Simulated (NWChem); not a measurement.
ammonium (H4N (+1))

```xyz
5

N      0.0000     0.0000     0.0000
H      0.8428     0.0000     0.5960
H     -0.8428     0.0000     0.5960
H      0.0000     0.8428    -0.5960
H      0.0000    -0.8428    -0.5960
```
Charge +1, spin multiplicity 1.

All runs are NWChem calculations. The geometry was optimised at B3LYP/def2-SVP, a minimum by its harmonic frequencies.

Symmetry labels belong to the abelian group C2v used in the runs, with the axes of the coordinates shown; states degenerate in a higher group split over its labels.

Question: List the lowest 3 singlet excitations that TD-PBE/aug-cc-pVDZ gives, with oscillator strengths.

Answer: 
```tsv
state	symmetry	energy (eV)	wavelength (nm)	f
1	b2	14.25	87	0.119
2	b1	14.25	87	0.119
3	a1	14.25	87	0.119
```
